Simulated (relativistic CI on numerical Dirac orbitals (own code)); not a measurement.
## Radial parameters of As14+

Method of calculation: Dirac-Coulomb-Breit CI, KLI orbitals optimised for each configuration, model QED, unscaled Slater integrals (own radial code, finite nucleus).

Slater integrals F^k, G^k are unscaled and averaged over j, outside the closed core [Ne]; ζ comes from projecting the Hamiltonian with its Breit term on Σ l·s of the shell.

- 3s2 3p6 3d: ζ(3d) = 3680.7 cm⁻¹; <r>(3d) = 0.4983, <r^2>(3d) = 0.291 (bohr units).
- 3s2 3p5 3d2: ζ(3p) = 35278, F^2(3d,3d) = 201150, F^4(3d,3d) = 129030, F^2(3p,3d) = 185250, G^1(3p,3d) = 210880, G^3(3p,3d) = 136750, ζ(3d) = 3589.1 cm⁻¹; <r>(3p) = 0.5356, <r^2>(3p) = 0.3311, <r>(3d) = 0.4997, <r^2>(3d) = 0.2927 (bohr units).
- 3s 3p6 3d2: F^2(3d,3d) = 200820, F^4(3d,3d) = 128810, G^2(3s,3d) = 160960, ζ(3d) = 3652.2 cm⁻¹; <r>(3s) = 0.5397, <r^2>(3s) = 0.3317, <r>(3d) = 0.5004, <r^2>(3d) = 0.2936 (bohr units).

(1) Give the Racah parameters of the d shell in 3s2 3p5 3d2.

Averages of the first 10 configurations, taken without configuration mixing, which lowers the lowest level and can move excited configurations by several eV; other configurations of the list can lie among them:

```json
{"Configuration": "3s2 3p6 3d", "Parity": "even", "States": "10", "Average energy above the lowest level (eV)": "1.1"}
{"Configuration": "3s2 3p5 3d2", "Parity": "odd", "States": "270", "Average energy above the lowest level (eV)": "91.0"}
{"Configuration": "3s 3p6 3d2", "Parity": "even", "States": "90", "Average energy above the lowest level (eV)": "159.3"}
{"Configuration": "3s2 3p6 4s", "Parity": "even", "States": "2", "Average energy above the lowest level (eV)": "179.8"}
{"Configuration": "3s2 3p6 4p", "Parity": "odd", "States": "6", "Average energy above the lowest level (eV)": "201.7"}
{"Configuration": "3s2 3p6 4d", "Parity": "even", "States": "10", "Average energy above the lowest level (eV)": "234.4"}
{"Configuration": "3s2 3p6 4f", "Parity": "odd", "States": "14", "Average energy above the lowest level (eV)": "261.5"}
{"Configuration": "3s2 3p5 3d 4s", "Parity": "odd", "States": "120", "Average energy above the lowest level (eV)": "266.8"}
{"Configuration": "3s2 3p5 3d 4p", "Parity": "even", "States": "360", "Average energy above the lowest level (eV)": "288.8"}
{"Configuration": "3s2 3p6 5s", "Parity": "even", "States": "2", "Average energy above the lowest level (eV)": "296.5"}
```

## Answers

(1) B = F²/49 − 5F⁴/441 = 2642 cm⁻¹ and C = 35F⁴/441 = 10241 cm⁻¹.
